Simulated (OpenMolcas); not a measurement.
## 4f ions of charge +2 along the row

```json
{
 "Program": "OpenMolcas 26.06",
 "Method": "CASSCF",
 "Basis": "ANO-R2",
 "Scalar Hamiltonian": "X2C, finite nucleus",
 "Spin-orbit coupling": "state interaction with AMFI integrals over the reference wave functions, term energies averaged over their components"
}
```

Active space: the 4f shell.

ζ = ±2S·A comes from the whole width of the ground multiplet by E(J) = (A/2) J(J+1), where its levels are at least 85 % pure. Energies in cm-1.

```csv
Ion,Configuration,Lowest level,Weight (%),g,"g, pure LS",Next level,E,E measured,ζ,ζ measured
Ce2+,4f²,³H₄,98,0.804,0.800,³H₅,1656,1528,624,569
Pr2+,4f³,⁴I°_9/2,98,0.730,0.727,⁴I°_11/2,1467,1398,737,685
Nd2+,4f⁴,⁵I₄,98,0.602,0.599,⁵I₅,1196,1138,850,784
Pm2+,4f⁵,⁶H°_5/2,98,0.291,0.284,⁶H°_7/2,836,,999,
Sm2+,4f⁶,⁷F₀,96,,,⁷F₁,289,293,1228,1151
Tb2+,4f⁹,⁶H°_15/2,96,1.328,1.334,⁶H°_13/2,2909,2805,1627,1507
Dy2+,4f¹⁰,⁵I₈,95,1.244,1.251,⁵I₇,4259,,1785,
Ho2+,4f¹¹,⁴I°_15/2,98,1.198,1.200,⁴I°_13/2,5547,5439,,
Er2+,4f¹²,³H₆,99,1.166,1.167,³F₄ [51 %],6270,,,
```

Measured columns use the levels in Martin, Zalubas and Hagan, Atomic Energy Levels: The Rare-Earth Elements, NSRDS-NBS 60 (1978) (Ce2+, Sm2+, Tb2+); Martin, Zalubas and Hagan, Atomic Energy Levels: The Rare-Earth Elements, NSRDS-NBS 60 (1978); the list in Maison, Palmeri and Quinet, J. Phys. B 58, 015001 (2025) (Pr2+); Ding et al., The Spectrum and Energy Levels of the Low-lying Configurations of Nd III (preprint, 2023) (Nd2+); Martin, Zalubas and Hagan, Atomic Energy Levels: The Rare-Earth Elements, NSRDS-NBS 60 (1978); whole-number values converted from NIST levels in rydberg listed in Nahar, Atoms 12, 24 (2024) (Ho2+).

The computed ζ goes from 624 (Ce2+) to 1785 cm-1 (Dy2+), a factor of 2.86, rising at every step. It departs from the measured column by +7 to +10 %.

Without dynamic correlation excited terms often stand tens of per cent too high (terms of higher spin than the ground term too low), and those without a measured partner can miss by more than the paired ones. High states are left out of the spin-orbit mixing, which shifts the levels that they would mix with (holds for Pr2+; Nd2+; Pm2+; Sm2+; Tb2+; Dy2+; Ho2+). Some levels mix across a computed gap that differs much from the measured one, so their mixing is not that of the real levels (holds for Pr2+; Nd2+; Ho2+). Terms from blocks run as CI alone lack orbitals of their own (holds for Sm2+). Some high roots are left out of the spin-orbit mixing, which shifts the levels that they would mix with (holds for Er2+). Measured partners are found by configuration, term and J. A level has none where our copy of the source lacks it or the pairing is in doubt (some pairs that miss far off the trend of their configuration count as doubtful), and it then counts in no deviation. Only configurations of the active space appear.

A share in square brackets marks a mixed level and gives the weight of the term that names it, the lowest over the columns. ° marks odd parity.
